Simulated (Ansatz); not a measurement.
Ansatz (an electronic-structure program) input for Hf(F)3(NH2) (F3H2HfN), SMILES [NH2][Hf]([F])([F])[F], multiplicity 1, PBE/def2-SVPD. Geometry: PBE-D3(BJ)/def2-SVP. The multiplicity is an assumed one; no other spin state was optimised. The structure was generated by enumeration; whether it is a known compound was not checked. The def2 effective core potentials stand for the cores of Hf; spin–orbit coupling is left out. The values are those of a single conformer.

Ansatz 0.2 input:
```yaml
crystal:
  periodic: [false, false, false]
  atoms:
    - {symbol: Hf, position_ang: [0.03030237, 0.01570050, 0.00000000]}
    - {symbol: F, position_ang: [0.45967007, 0.94510022, 1.62941119]}
    - {symbol: F, position_ang: [0.45967001, 0.94510026, -1.62941118]}
    - {symbol: F, position_ang: [0.94177857, -1.68315558, -0.00000004]}
    - {symbol: N, position_ang: [-1.97260212, -0.30483630, 0.00000003]}
    - {symbol: H, position_ang: [-2.56181199, -0.42999289, 0.83143632]}
    - {symbol: H, position_ang: [-2.56181202, -0.42999286, -0.83143625]}
basis:
  gaussian:
    orbitals: def2-SVPD
hamiltonian:
  xc: {name: PBE}
```

Output:

```
WARN ansatz: RAYON_NUM_THREADS=1 ignored (pool sized by the plan → 1); use --threads N
Functional definition: PBE
integrals: 0.07 GiB planned
1178 factors; their error is unknown
mean field: 0.47 GiB planned
mean field evaluation 1: about -10957.4924 eV, gradient 9.2e1 eV
mean field evaluation 2: about -10842.5846 eV, gradient 2.5e2 eV
mean field evaluation 4: about -10972.0318 eV, gradient 1.9e1 eV
mean field evaluation 8: about -10972.7004 eV, gradient 2.5e-1 eV
mean field evaluation 16: about -10972.6214 eV, gradient 4.4e-4 eV
mean field -10972.62135319 eV, -403.2363972197 hartree, gradient 3.0e-5 eV, S^2 0.000000; 0 other end points of the search recorded, 0 dependent functions left out
reference -10972.62140837 eV, -403.2363992476 hartree; 24, 24 occupied and 116, 116 virtual orbitals, 1178 factors
Total energy: -10972.62140837 eV, -403.2363992476 hartree
```

The calculation finished and met its thresholds.

Cost: very roughly 3 core-seconds.
